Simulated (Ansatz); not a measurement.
Relaxation of GeH$_{4}$O$_{3}$ (8 atoms, charge 0, multiplicity 1), to a largest force component of 0.02 eV/Å in at most 40 steps.

All numbers below come from RKS B3LYP-D4/def2-SVP in Ansatz.

```xyz
8
Properties=species:S:1:pos:R:3
Ge 0.000 0.000 0.000
H 0.000 0.000 1.550
O 1.669 0.000 -0.589
H 1.986 -0.952 -0.706
O -0.834 1.444 -0.589
H -1.792 1.214 -0.812
O -0.834 -1.444 -0.589
H -1.288 -1.910 0.183
```

Problem. Where does it end, and by what steps?

Solution. The forces met the threshold. The force dipped under the threshold on the way, but the program's further checks kept it going. After 18 steps the energy has fallen by 0.314 eV; H6 moved furthest, 0.85 Å.

| step | energy less start (eV) | largest force component (eV/Å) | accepted |
| --- | --- | --- | --- |
| 0 | 0.0000 | 1.815 | yes |
| 1 | -0.1524 | 0.868 | yes |
| 2 | -0.1792 | 0.139 | yes |
| 3 | -0.1988 | 0.454 | yes |
| 4 | -0.2212 | 0.785 | yes |
| 5 | -0.2766 | 0.379 | yes |
| 6 | -0.2839 | 0.172 | yes |
| 7 | -0.2944 | 0.406 | yes |
| 8 | -0.3056 | 0.374 | yes |
| 9 | -0.3129 | 0.045 | yes |
| 10 | -0.3137 | 0.028 | yes |
| 11 | -0.3137 | 0.114 | no |
| 12 | -0.3139 | 0.012 | yes |
| 13 | -0.3139 | 0.149 | no |
| 14 | -0.3141 | 0.011 | yes |
| 15 | -0.3141 | 0.099 | yes |
| 16 | -0.3142 | 0.033 | yes |
| 17 | -0.3141 | 0.011 | no |
| 18 | -0.3143 | 0.006 | yes |

```xyz
8
Properties=species:S:1:pos:R:3
Ge -0.037 -0.073 0.245
H 0.089 0.128 1.756
O 1.512 0.069 -0.600
H 1.697 -0.725 -1.121
O -1.159 1.179 -0.317
H -1.086 1.343 -1.267
O -0.592 -1.697 -0.234
H -1.517 -1.872 -0.015
```

Whether the end is a true minimum wasn't checked by a vibrational analysis.

Run time: 31 s on 1 thread of AMD EPYC 9R45 96-Core Processor (Zen 5) (shared host), peak memory 0.22 GiB.
